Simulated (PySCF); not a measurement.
Compound: C8H7FO.
Cartesian coordinates in Å at the GFN2-xTB level; atoms count from 1:
```xyz
17
C8H7FO angstrom
C     -1.7608   -1.2240   -0.1441
C     -0.4170   -0.5749   -0.0627
C      0.7193   -1.3756   -0.1208
C      1.9948   -0.8477   -0.0489
C      2.1738    0.5211    0.0846
C      1.0676    1.3390    0.1432
C     -0.2290    0.8118    0.0718
C     -1.2889    1.8175    0.1498
O     -1.1690    2.9935    0.2607
F     -2.5601    1.3154    0.0845
H     -1.6537   -2.3011   -0.2465
H     -2.3466   -1.0162    0.7496
H     -2.3236   -0.8477   -0.9966
H      0.5962   -2.4437   -0.2255
H      2.8506   -1.5046   -0.0966
H      3.1662    0.9406    0.1416
H      1.1734    2.4086    0.2460
```

NICS is the negative of the GIAO shielding at a point without a nucleus: at the ring centre (0) and 1 Å above and below it (1); zz is the component along the ring normal. Level: GIAO PBE0/pcSseg-1 (PySCF, non-relativistic, gas phase) on the GFN2-xTB geometry, one conformer.

Ring bond lengths (Å), with Mayer bond orders in brackets: C2–C3 1.391 (1.44), C3–C4 1.382 (1.45), C4–C5 1.387 (1.40), C5–C6 1.377 (1.45), C6–C7 1.402 (1.40), C7–C2 1.406 (1.28).

**Question.** Give the NICS values of each ring in ppm.

**Answer.** 
| ring | type | NICS(0) | NICS(1), two faces | NICS(1)zz, two faces | rms pucker (Å) | centre to ring atoms, mean (Å) |
| --- | --- | --- | --- | --- | --- | --- |
| C2–C3–C4–C5–C6–C7 | 6-membered carbocycle; formal bonds all aromatic | -8.1 | -11.0 / -11.0 | -26.7 / -26.7 | 0.00 | 1.39 |

**Question.** What do they say, and how far can they be read as aromaticity?

**Answer.** 
- C2–C3–C4–C5–C6–C7: mean NICS(1)zz -26.7 ppm, shielded. For a flat ring without four-coordinate atoms the NICS criterion counts such a value as aromatic.

**Question.** How equal are the bonds by HOMA? HOMA = 1 − mean of α(R − Ropt)² over the ring bonds, with Krygowski's 1993 parameters (CC: Ropt 1.388 Å, α 257.7 Å⁻²).

**Answer.** 
- C2–C3–C4–C5–C6–C7: HOMA 0.97 = 1 − EN − GEO, with mean bond length 1.391 Å, EN = α(Ropt − mean)² = 0.002 and GEO = α × variance = 0.027. The geometric and the magnetic index point the same way.

**Question.** What field does 14.1 T along the ring normal induce along that normal at the first NICS(1) probe listed for ring C2–C3–C4–C5–C6–C7, 1 Å off the ring?

**Answer.** NICSzz × B0 = -26.7 ppm × 14.1 T = -376 μT, against the applied field.

**Question.** List the ring angles and the Hirshfeld charges of the ring atoms.

**Answer.** 
- C2–C3–C4–C5–C6–C7: C2 117.5° (+0.026 e), C3 122.1° (-0.049 e), C4 120.1° (-0.029 e), C5 119.1° (-0.046 e), C6 121.2° (-0.031 e), C7 120.0° (-0.028 e); sum 720.0° against 720° for a flat convex ring.
